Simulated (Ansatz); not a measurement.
Ideal-gas functions of H2O2Zn, SMILES `[OH][Zn][OH]` at 800 K and 1 bar, from an Ansatz frequency run at PBE0-D4/def2-TZVP.

Molar mass 99.4 g/mol, point group C2 (symmetry number 2), electronic degeneracy 1, moments of inertia 1.414, 109.99, 110.054 u Å². Harmonic wavenumbers (cm⁻¹, unscaled): 145, 171, 178, 612, 746, 788, 791, 3909, 3910.

Use S(trans) = R[1.5 ln M + 2.5 ln T − 1.1517]; rotational temperatures θ = 24.2544 K / I; S(rot) = R[ln(√π/σ · √(T³/θAθBθC)) + 1.5]; for each mode x = 1.438777 ν̃/T, S = R[x/(eˣ − 1) − ln(1 − e⁻ˣ)] and H = RT x/(eˣ − 1); 1 cm⁻¹ = 0.0119627 kJ/mol; R = 8.31446 J/(mol·K).

Q: By hand: the entropy, in J/(mol·K).

A: Translation 186.7. Rotation: θ = 17.153, 0.2205, 0.2204 K, giving 95.6. Vibration, mode by mode: 19.51, 18.15, 17.82, 7.92, 6.47, 6.08, 6.05, 0.06, 0.06, in all 82.1. Electronic 0.0. Sum 364.4 J/(mol·K).

Q: By hand: H − E and G − E in kJ/mol, counted from the electronic energy.

A: Zero-point energy ½ × 11250 × 0.0119627 = 67.3; thermal vibration 30.1; translation, rotation and pV give 4 RT = 26.6. H − E = 124.0 kJ/mol, and G − E = 124.0 − 800 × 364.4/1000 = -167.5 kJ/mol.

Vibration gives 23 % of the entropy, 19.5 J/(mol·K) of it from the mode under 150 cm⁻¹: soft modes count most, and the harmonic formula is weakest for them. The sum counts one conformer and one mirror image; others add a mixing term.
